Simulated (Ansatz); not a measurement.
Cd₄, relaxed as a singlet with RKS B3LYP/def2-SVP in Ansatz, starting from the GFN1-xTB geometry. Force threshold 0.02 eV/Å.

In the def2 sets Cd takes a core potential; there is no spin–orbit coupling. The structure comes from a short search, and lower isomers may exist.

Start:

```xyz
4

Cd    0.9395    1.6710   -0.0305
Cd   -0.3464   -0.5892   -1.7965
Cd   -1.6627    0.2256    0.9236
Cd    1.0696   -1.3073    0.9034
```

Q: Estimate the energy that the relaxation releases and the steps that it takes.

A: 0.12 eV, in 5 steps; 12 s on 4 threads of Arm Neoverse V1 on a shared host. No frequencies were taken in this run, so the end may be a saddle point.

Q: Does the start keep its bonding and symmetry?

A: By distances, no bond broke or formed. The bond that changes most is Cd1–Cd4, from 3.12 to 3.50 Å (atoms count from 1). Point group Cs at the start, Td at the end, both within 0.05 Å.

Q: Predict the relaxed structure.

A: 
Cartesian coordinates in Å:
```
Cd 1.0501 1.8700 -0.0432
Cd -0.3822 -0.6523 -2.0075
Cd -1.8610 0.2489 1.0374
Cd 1.1931 -1.4666 1.0134
```
Bond lengths (bridged metal pairs left out): .
